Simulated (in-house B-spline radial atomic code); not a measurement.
# BSE on G0W0@HF excitations of Ta VI (Ta5+)

Method: BSE on G0W0@HF. Computed with an all-electron radial atomic-structure program (B-spline basis): linear response of the closed shell [Xe] 4f14 with a statically screened interaction on G0W0 levels; scalar-relativistic (spin-free one-electron X2C), finite nucleus, no spin-orbit coupling, no double excitations, S, P, D and F terms only; shells from n = 3 respond. Only terms of natural parity with L up to 3 were computed.

Spin-orbit coupling is strong here, so these LS terms don't match observed levels.

Command:
```bash
python run_td.py task.json out
```
Settings (radii: box in bohr, nucleus in fm):
```
Z                        73
electrons                68
configuration            [Xe] 4f14
hamiltonian              x2c
method                   bse
box_radius               16.35
rms_radius               5.3507
intervals                70
```

Run time, properties included: 9 s on 1 thread of Arm Neoverse N1 (shared host).

The lowest states, in the order of their Tamm-Dancoff energies; the method's threshold (minus the highest G0W0 level) is 94.73 eV. Labels give the largest channel, * marks a mixed state, and oscillator strengths are full-response dipole values. Energies in eV:

```
     state  full response  Tamm-Dancoff  oscillator strength
4f → 5d 3P         29.241        29.297                    -
4f → 5d 3F              ?             ?                    -
4f → 5d 1F          31.23         31.24                    -
4f → 5d 1P              ?             ?                    ?
5p → 5d 3P          39.36         39.43                    -
```

Question: Where does 4f → 5d 3F lie?

Answer: At 30.52 eV in full response, 30.55 eV in Tamm-Dancoff.

Question: Where does 4f → 5d 1P lie?

Answer: At 31.72 eV in full response, 31.94 eV in Tamm-Dancoff, oscillator strength 0.102.

Question: How large is the singlet-triplet splitting of 4f → 5d (F terms) in Tamm-Dancoff?

Answer: 0.689 eV, from the unrounded values.

Question: What polarisabilities and dispersion coefficient does the method give?

Answer: Dipole 2.45 bohr³, quadrupole 3.434 bohr⁵, C6 9.966 hartree·bohr⁶ for two such species.
